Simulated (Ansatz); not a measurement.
Stepwise reaction of `[GaH2][Br]` with ammonia, as a gas-phase model of exchange steps in deposition or etching. ΔE in kJ/mol; ΔG adds harmonic PBE0-D4 terms to CCSD(T)/CBS, at 1 bar.

Isolated molecules relaxed with PBE0-D4/def2-TZVP in Ansatz; ΔE leaves out vibrations. CCSD(T)/CBS adds triple-zeta CCSD(T) − MP2 to the extrapolated MP2 energy (def2 sets, frozen cores). This one scheme is used for every species. DFT in def2-TZVPP. B3LYP here is the variant with VWN-RPA as its local correlation; programs differ in this. For Br, Ga outer-core shells are correlated without core-valence functions, which leaves a few kJ/mol of doubt a bond. Scalar relativity is left out up to krypton. One conformer a species, not always the lowest.

```json
{"step": "1", "reaction": "`[GaH2][Br]` + NH₃ → `[NH2][GaH][Br]` + H₂", "PBE-D4": "-28.0", "B3LYP-D4": "-28.3", "ωB97M-V": "-26.9", "CCSD(T)/CBS": "-34.8", "ΔG(600 K)": "-37.3"}
```

Task: Give the row of step 2, `[NH2][GaH][Br]` + NH₃ → `[NH2][Ga]([NH2])[Br]` + H₂. (Best estimate.)

Result: The calculation gave: 
```csv
step,reaction,PBE-D4,B3LYP-D4,ωB97M-V,CCSD(T)/CBS,ΔG(600 K)
2,`[NH2][GaH][Br]` + NH₃ → `[NH2][Ga]([NH2])[Br]` + H₂,-5.3,-7.2,-6.0,-13.6,-10.5
```

Task: By hand: ΔE of the 2 steps together at CCSD(T)/CBS.

Result: (-34.8) + (-13.6) = -48.4 kJ/mol, or -24.2 kJ/mol a step.

In ΔE each step is higher than the one before. All are downhill at CCSD(T)/CBS. ΔG lies between -37.3 and -10.5 kJ/mol a step. PBE-D4 differs from CCSD(T)/CBS by 6.8 to 8.3 kJ/mol a step. Isolated molecules leave out the surface, adducts and barriers. Largest T1 diagnostic: 0.011.
